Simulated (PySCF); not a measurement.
# Ionisation energy of Cs(2+) by level of theory

Cs(2+) [Kr] 4d10 5s2 5p5 (2P) → Cs(3+) [Kr] 4d10 5s2 5p4 (3P), as a difference of total energies. Calculation: PySCF 2.14, in def2-TZVP with the def2 core potential (46 electrons) (5s3p3d, 29 functions); a scalar-relativistic core potential. Correlated levels: valence: 5s2 frozen. The calculations carry no spin-orbit coupling.

```
           method  ionisation energy (eV)
              UHF                  32.501
            M06-L                  33.954
              LDA                  33.520
    MP2 (valence)                  33.150
SCS-MP2 (valence)                  33.174
   CCSD (valence)                  33.194
CCSD(T) (valence)                  33.195
```

**Question.** How much does correlation contribute at CCSD(T) (valence)?

**Answer.** 33.195 − (32.501) = 0.694 eV, measured against UHF.

The reference lies between the lowest fine-structure levels, while these numbers refer to the centres of the terms.

Errors of the correlated levels include the incompleteness of this basis and the frozen core.

For comparison: 33.195 eV (semi-empirical (NIST evaluation); NIST Atomic Spectra Database, ionization energies).
